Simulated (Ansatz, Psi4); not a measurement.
**A ladder of methods for C2F6 (hexafluoroethane)**

C2F6, singlet, SMILES `FC(F)(F)C(F)(F)F`. Each level relaxes the structure for itself.

Each level gives the zero-point energy at each level's own minimum (kJ/mol). The values are calculated.

```tsv
level	kind	program	value (kJ/mol)
HF/STO-3G	Hartree–Fock	Ansatz	83.1
HF/3-21G	Hartree–Fock	Ansatz	84.7
HF/6-31G* (Cartesian functions)	Hartree–Fock	Ansatz	86.5
PBE/def2-SVP	GGA	Ansatz	75.2
r2SCAN-D4/def2-SVP (density fitting)	meta-GGA	Psi4	81.5
B3LYP/6-31G* (Cartesian functions)	global hybrid	Ansatz	77.2
PBE0-D4/def2-TZVP	global hybrid	Ansatz	78.1
MP2/6-31G* (Cartesian functions)	perturbation theory	Ansatz	79.2
```

Harmonic and unscaled. The values span 75.2 to 86.5 kJ/mol.
